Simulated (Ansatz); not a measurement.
`[SiH3]B[SiH2][SiH3]` + `OBS` → `OBS[SiH3]` + `B[SiH2][SiH3]`  (cleavage of the Si–B bond)

Program: Ansatz. Geometries: PBE0-D4/def2-TZVP. ΔE: electronic, gas phase. CCSD(T)/CBS is the MP2 limit (def2-TZVPP, def2-QZVPP) plus CCSD(T) − MP2 in def2-TZVPP, frozen cores. DFT in def2-TZVPP. B3LYP here is the variant with VWN-RPA as its local correlation; programs differ in this. One conformer a species, not always the lowest.

```json
{"level": "PBE-D4", "ΔE (kJ/mol)": "-48.0", "difference from CCSD(T)/CBS": "9.7"}
{"level": "r2SCAN-D4", "ΔE (kJ/mol)": "-53.7", "difference from CCSD(T)/CBS": "4.0"}
{"level": "PBE0-D4", "ΔE (kJ/mol)": "-51.8", "difference from CCSD(T)/CBS": "5.9"}
{"level": "B3LYP-D4", "ΔE (kJ/mol)": "-55.1", "difference from CCSD(T)/CBS": "2.6"}
{"level": "ωB97X-V", "ΔE (kJ/mol)": "-55.8", "difference from CCSD(T)/CBS": "1.9"}
{"level": "ωB97M-V", "ΔE (kJ/mol)": "-58.3", "difference from CCSD(T)/CBS": "-0.6"}
{"level": "B2PLYP", "ΔE (kJ/mol)": "-59.1", "difference from CCSD(T)/CBS": "-1.4"}
{"level": "PBE", "ΔE (kJ/mol)": "-48.4", "difference from CCSD(T)/CBS": "9.3"}
{"level": "r2SCAN", "ΔE (kJ/mol)": "-54.2", "difference from CCSD(T)/CBS": "3.5"}
{"level": "PBE0", "ΔE (kJ/mol)": "-52.5", "difference from CCSD(T)/CBS": "5.2"}
{"level": "B3LYP", "ΔE (kJ/mol)": "-55.6", "difference from CCSD(T)/CBS": "2.1"}
{"level": "HF/def2-TZVPP", "ΔE (kJ/mol)": "-64.6", "difference from CCSD(T)/CBS": "-6.9"}
{"level": "MP2/def2-TZVPP", "ΔE (kJ/mol)": "-64.3", "difference from CCSD(T)/CBS": "-6.6"}
{"level": "SCS-MP2/def2-TZVPP", "ΔE (kJ/mol)": "-63.0", "difference from CCSD(T)/CBS": "-5.3"}
{"level": "CCSD/def2-TZVPP", "ΔE (kJ/mol)": "-54.8", "difference from CCSD(T)/CBS": "2.9"}
{"level": "CCSD(T)/def2-TZVPP", "ΔE (kJ/mol)": "-54.9", "difference from CCSD(T)/CBS": "2.8"}
{"level": "HF/def2-QZVPP", "ΔE (kJ/mol)": "-65.2", "difference from CCSD(T)/CBS": "-7.5"}
{"level": "MP2/def2-QZVPP", "ΔE (kJ/mol)": "-66.1", "difference from CCSD(T)/CBS": "-8.4"}
{"level": "SCS-MP2/def2-QZVPP", "ΔE (kJ/mol)": "-64.9", "difference from CCSD(T)/CBS": "-7.2"}
{"level": "HF/CBS(def2)", "ΔE (kJ/mol)": "-65.2", "difference from CCSD(T)/CBS": "-7.5"}
{"level": "MP2/CBS(def2)", "ΔE (kJ/mol)": "-67.1", "difference from CCSD(T)/CBS": "-9.4"}
{"level": "CCSD/CBS(def2)", "ΔE (kJ/mol)": "-57.7", "difference from CCSD(T)/CBS": "0.0"}
{"level": "CCSD(T)/CBS", "ΔE (kJ/mol)": "-57.7", "difference from CCSD(T)/CBS": "0"}
```

Largest T1 diagnostic among the species: 0.015.

From PBE to PBE0 (25 % exact exchange), in def2-TZVPP and without D4, ΔE moves by −4.1 kJ/mol.
